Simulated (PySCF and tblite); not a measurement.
The numbers below are computed, except where a source is named.
C9H9FO2, numbered as in [CH3:1][O:2][C:3](=[O:4])[c:5]1[cH:6][cH:7][cH:8][c:9]([CH2:10][F:11])[cH:12]1.

Geometries GFN2-xTB; weights from PBE0-D3(BJ)/6-31G* energies and GFN2-xTB thermal corrections, with symmetry numbers and mirror pairs. Conformers within 2.5 kcal/mol (GFN2-xTB free energy) were kept, 6 at most. Run with PySCF (density fitting) and tblite.

An NOE distance is ⟨r⁻⁶⟩^(−1/6) over all pairs of like atoms and, for the average, over conformers.

Torsions listed: C1–O2–C3–O4, O2–C3–C5–C6, C8–C9–C10–F11.

```csv
conformer,shape,weight %
1,"0°, 0°, 0°",40.5
2,"0°, 180°, 0°",31.4
3,"0°, 180°, 180°",28.2
```

(1) Which H–H contacts under 3.5 Å would NOEs report (pairs on one atom left out) at 298.15 K?

(2) In a model where alignment follows shape alone (order matrix 0.0005 × (3G/tr G − 1)/2, G the second moments of the atom positions; splitting J + 2D), what are the one-bond C–H dipolar couplings D?

The minima are those of GFN2-xTB; planar forms about aryl–S or allylic bonds may be saddles in DFT.

## Answers

(1) 
```tsv
pair	in 1 (Å)	in 2 (Å)	in 3 (Å)	average (Å)
H7 ··· H8	2.46	2.46	2.46	2.46
H6 ··· H7	2.47	2.49	2.49	2.48
H10 ··· H12	2.76	2.75	3.49	2.87
H8 ··· H10	3.48	3.48	2.74	3.12
```

Longer pairs under the limit may be missing.

(2) H1 2.2 Hz (2.3 in conformer 1), H6 -2.6 Hz (-4.5 in conformer 1), H7 0.6 Hz (2.3 in conformer 1), H8 -6.8 Hz (-6.5 in conformer 1), H10 3.4 Hz (4.4 in conformer 1), H12 0.6 Hz (2.2 in conformer 1).


Conformer gaps in 6-31G* on xTB geometries can be 2 kcal/mol off for S=O, P=O and other polar bonds.